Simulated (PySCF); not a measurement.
**SiCl₃ + 2 H₂O → SiO(OH) + 3 HCl**

Level: PBE0 in the def2-TZVP basis family, all electrons, no relativity, computed in PySCF with density fitting; open shells unrestricted.

```csv
species,state and structure,E (Eh),ZPE (kJ/mol),H(298 K) − H(0) (kJ/mol),S° (J/(mol K))
SiCl₃,"doublet, C3v, Si–Cl 2.043 Å (×3); Cl–Si–Cl 109.5° (×3)",-1669.68231,13.3,16.0,319.5
H₂O,"singlet, C2v, O–H 0.960 Å (×2); H–O–H 105.1°",-76.37736,56.5,9.9,188.7
SiO(OH),"doublet, Cs, O–H 0.965 Å, Si–O 1.525 Å, Si–O 1.627 Å; H–O–Si 116.9°, O–Si–O 127.5°",-440.34958,44.1,12.3,270.9
HCl,"singlet, C∞v, H–Cl 1.279 Å",-460.66440,17.9,8.7,186.6
```

Problem. What is the electronic reaction energy?

Solution. At PBE0/def2-TZVP, ΔE = 247.5 kJ/mol from the differences of the total energies times 2625.5, uphill. 

Problem. Add zero-point, thermal and entropy terms for 298.15 K and 1 bar.

Solution. ΔZPE = -28.5 and Δ[H(298) − H(0)] = 2.6 kJ/mol give ΔH° = 221.6 kJ/mol. ΔS° = 133.8 J/(mol K), so ΔG° = 221.6 − 298.15 × (0.1338) = 182 kJ/mol. ΔG° would change sign near 1660 K if ΔH° and ΔS° stayed fixed.

Each species is the lowest minimum found with this bonding; other isomers or fragments can lie lower.
